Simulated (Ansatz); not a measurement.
```yaml
crystal:
  periodic: [false, false, false]
  atoms:
    - {symbol: O, position_ang: [-0.173462, 1.383409, -0.546014]}
    - {symbol: Ge, position_ang: [-0.114167, -0.085242, 0.425545]}
    - {symbol: O, position_ang: [1.490914, -0.770504, 0.270832]}
    - {symbol: Cl, position_ang: [-1.602729, -1.405914, -0.396983]}
    - {symbol: H, position_ang: [-0.974066, 1.442519, -1.073899]}
    - {symbol: H, position_ang: [-0.377275, 0.131332, 1.910016]}
    - {symbol: H, position_ang: [1.811884, -0.763602, -0.635197]}
basis:
  gaussian: {orbitals: def2-TZVP}
magnetization: {spin_polarized: true, initial_magnetization: 1}
hamiltonian: {xc: {name: rPW86-PBE}, dispersion: d4}
```

```sh
$ ansatz run in.yaml --threads 2 --pin off --events-out ev --progress --plain --max-ram 22528MiB --backend cpu
```

It prints (some lines left out):

```
Error: a molecule whose nuclei and cores have a total charge of 68 cannot have a net charge of 0 together with 1 unpaired electrons
```

In this input the number of unpaired electrons doesn't fit the electron count. The input was rejected before any iteration.
